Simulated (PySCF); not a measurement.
The vertical singlet excitations below were computed for one of the candidates. Computed with TDDFT PBE0/def2-SVPD, vertical, gas phase, core orbitals frozen in the response in PySCF. Geometries: GFN2-xTB, one conformer each.

```csv
state,E (eV),f
S1,5.15,0.0006
S2,5.61,0.011
S3,5.75,0.032
S4,6.13,0.029
S5,6.23,0.082
S6,6.30,0.060
S7,6.31,0.023
S8,6.52,0.036
```

Question: Which structure fits? All have the formula C5H9OPSi.
A. `CC1=C([SiH2]P)OC=C1`
B. `C#C[C@@H]1CCO[Si@H]1P`
C. `P[SiH2]Cc1ccco1`
D. `C#C[Si@@H](P)O/C=C/C`

Answer: D. Its S1, at 5.15 eV, is the lowest among the candidates; the nearest of the others has S1 at 5.54 eV. S1 is HOMO→LUMO (99%). Löwdin shares by element: HOMO carbon 66% or more, oxygen 20%; LUMO carbon 47% or more, silicon 20%, phosphorus 14% (atoms not listed hold the other 19%). At the same level the other candidates give, for their lowest levels:
- `P[SiH2]Cc1ccco1`: 5.54 eV (f 0.119); 5.70 eV (f 0.005); 6.04 eV (f 0.004); 6.14 eV (f 0.028); 6.22 eV (f 0.089); T1 3.84 eV; HOMO -6.34, LUMO -0.02 eV
- `C#C[C@@H]1CCO[Si@H]1P`: 6.12 eV (f 0.047); 6.24 eV (f 0.003); 6.52 eV (f 0.022); 6.67 eV (f 0.047); 6.73 eV (f 0.011); T1 5.30 eV; HOMO -7.28, LUMO 0.08 eV
- `Cc1ccoc1[SiH2]P`: 5.56 eV (f 0.325); 5.89 eV (f 0.004); 6.06 eV (f 0.008); 6.18 eV (f 0.011); 6.26 eV (f 0.033); T1 3.77 eV; HOMO -6.57, LUMO -0.32 eV

Shape of the structure used: `[CH:1]#[C:2][Si@@H:3]([PH2:4])[O:5]/[CH:6]=[CH:7]/[CH3:8]`: C2–Si3–O5–C6 58°, Si3–O5–C6–C7 -4°, H–P4–Si3–C2 -66°, H–P4–Si3–C2 26°.
Triplets come from the Tamm–Dancoff approximation.
